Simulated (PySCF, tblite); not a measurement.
Rigid-rotor lines calculated for a species of formula C6H11NOSi (commonest isotopes; PBE0/pcSseg-1 in PySCF (dipole) on a GFN2-xTB geometry, gas phase), labelled J(Ka,Kc):

```
     transition     MHz
1(0,1) ← 0(0,0)  1413.1
2(0,2) ← 1(0,1)  2823.0
2(1,2) ← 1(1,1)  2734.5
2(1,1) ← 1(1,0)  2917.8
1(1,1) ← 0(0,0)  3379.0
```

Q: Find the rotational constants.

A: 1(0,1) ← 0(0,0) is B + C, 2(1,1) ← 1(1,0) is 3B + C and 2(1,2) ← 1(1,1) is B + 3C, so B − C is half the difference of the last two, 91.7 MHz. 1(1,1) ← 0(0,0) is A + C. A = 2718.3, B = 752.4, C = 660.7 MHz.

Q: What moments of inertia, asymmetry and inertial defect follow?

A: I = 505379 MHz·u·Å² over each constant: Ia = 185.92, Ib = 671.73, Ic = 764.89 u·Å²; κ = (2B − A − C)/(A − C) = -0.911 (near-prolate asymmetric top); Δ = Ic − Ia − Ib = -92.75 u·Å².

Q: Which dipole components do these lines need?

A: μa and μb (a-type: ΔKa even, ΔKc odd; b-type: both odd). The calculation gives |μa| = 3.39 D, |μb| = 1.28 D, |μc| = 0.38 D.

Q: Where do these fall, and of which type are they? 2(2,1) ← 2(1,2); 1(1,1) ← 1(0,1); 1(1,0) ← 0(0,0); 2(2,1) ← 1(1,0); 2(1,2) ← 1(0,1); 2(2,1) ← 1(1,1); 1(1,0) ← 1(0,1); 2(2,1) ← 2(1,1).

A: 
| transition | MHz | type | branch |
| --- | --- | --- | --- |
| 1(1,1) ← 1(0,1) | 1966 | c | Q |
| 1(1,0) ← 1(0,1) | 2058 | b | Q |
| 1(1,0) ← 0(0,0) | 3471 | c | R |
| 2(1,2) ← 1(0,1) | 4700 | b | R |
| 2(2,1) ← 2(1,1) | 5898 | c | Q |
| 2(2,1) ← 2(1,2) | 6173 | b | Q |
| 2(2,1) ← 1(1,0) | 8816 | b | R |
| 2(2,1) ← 1(1,1) | 8907 | c | R |

Q: Which structure gave them?

A: `C/C(CC(N)=O)=C1/C[SiH2]1`, point group C1. Three constants can't fix a structure by themselves; this is the one that was computed:
```xyz
20
C6H11NOSi angstrom
C     -0.502   -0.702    1.913
C     -0.023   -0.537    0.504
C     -0.906   -1.162   -0.550
C     -2.133   -0.289   -0.775
N     -1.831    0.925   -1.290
O     -3.265   -0.633   -0.527
C      1.070    0.138    0.195
C      1.863    0.471   -1.045
Si     2.632    1.044    0.599
H     -1.539   -0.377    1.995
H     -0.464   -1.752    2.202
H      0.112   -0.125    2.599
H     -0.361   -1.255   -1.490
H     -1.244   -2.146   -0.225
H     -0.876    1.217   -1.392
H     -2.566    1.600   -1.422
H      1.428    1.195   -1.726
H      2.267   -0.373   -1.592
H      2.564    2.463    0.904
H      3.770    0.310    1.121
```

The values belong to one conformer (point group C1) with, in the numbering `[CH3:1]/[C:2]([CH2:3][C:4]([NH2:5])=[O:6])=[C:7]1/[CH2:8][SiH2:9]1`, C1–C2–C3–C4 77°, C2–C3–C4–N5 65°, C3–C4–N5–H -7° and -176°. Its lowest GFN2-xTB frequency is 6 cm⁻¹, too small to tell a flat minimum from a shallow saddle. Constants of a rigid frame at the computed geometry: no zero-point averaging, no centrifugal distortion. A rigid rotor knows nothing of internal rotation, which can split or shift real lines. Quadrupole hyperfine structure (14N) is left out.
